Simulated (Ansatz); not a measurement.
Reaction (ligand exchange at a B–O bond): `B[O][Al]([Cl])[Cl]` + `N[SiH2]F` → `BN[SiH2]F` + `[OH][Al]([Cl])[Cl]`

Isolated molecules relaxed with PBE0-D4/def2-TZVP in Ansatz; ΔE leaves out vibrations. CCSD(T)/CBS adds triple-zeta CCSD(T) − MP2 to the extrapolated MP2 energy (def2 sets, frozen cores). DFT in def2-TZVPP. HSE06 is defined as in plane-wave codes. One conformer a species, not always the lowest.

`B[O][Al]([Cl])[Cl]`:

Cartesian coordinates in Å:
```
B -1.327 0.896 -0.007
O -0.214 0.153 -0.012
Al 1.161 -0.781 0.004
Cl 2.999 0.112 0.325
Cl 1.013 -2.822 -0.301
H -1.917 1.062 1.027
H -1.714 1.381 -1.036
```

`N[SiH2]F`:

```xyz
7

N     0.672    0.323    0.736
Si   -0.502   -0.191   -0.374
F     0.062   -0.521   -1.840
H     1.302   -0.322    1.182
H     1.041    1.259    0.726
H    -1.481    0.903   -0.555
H    -1.093   -1.452    0.125
```

`BN[SiH2]F`:

Z-matrix (Å, degrees):
```
Si
N 1 1.727
F 1 1.598 2 110.7
H 1 1.480 2 109.5 3 -116.8
H 1 1.475 2 108.4 3 118.5
B 2 1.404 1 125.5 3 -100.6
H 2 1.011 1 117.4 3 78.3
H 6 1.197 2 118.6 1 -0.9
H 6 1.196 2 119.8 1 179.4
```

`[OH][Al]([Cl])[Cl]`:

Z-matrix (Å, degrees):
```
Al
O 1 1.677
Cl 1 2.080 2 121.5
Cl 1 2.070 2 118.5 3 -179.9
H 2 0.956 1 123.2 3 -0.1
```

```csv
level,ΔE (kJ/mol),difference from CCSD(T)/CBS
PBE-D4,0.4,-3.8
revPBE-D4,-1.1,-5.3
BLYP-D4,5.9,1.7
r2SCAN-D4,5.2,1.0
PBE0-D4,3.1,-1.1
HSE06-D4,3.1,-1.1
PBE-QIDH,4.4,0.2
PBE,1.3,-2.9
r2SCANh,5.8,1.6
r2SCAN0,6.6,2.4
BHLYP,12.8,8.6
MP2/def2-SVP,9.9,5.7
CCSD/def2-SVP,12.1,7.9
HF/def2-TZVPP,19.8,15.6
MP2/def2-QZVPP,3.3,-0.9
CCSD/CBS(def2),6.5,2.3
CCSD(T)/CBS,4.2,0
```

Largest T1 diagnostic among the species: 0.012.

At CCSD(T), def2-SVP lies +6.3 kJ/mol from the extrapolated value and def2-TZVPP −0.4 kJ/mol. Leaving LDA and LC-ωPBE aside and taking each functional with its dispersion term where it has one, the values, not all of them listed here, spread over 13.0 kJ/mol, from revPBE-D4 to BHLYP-D4.
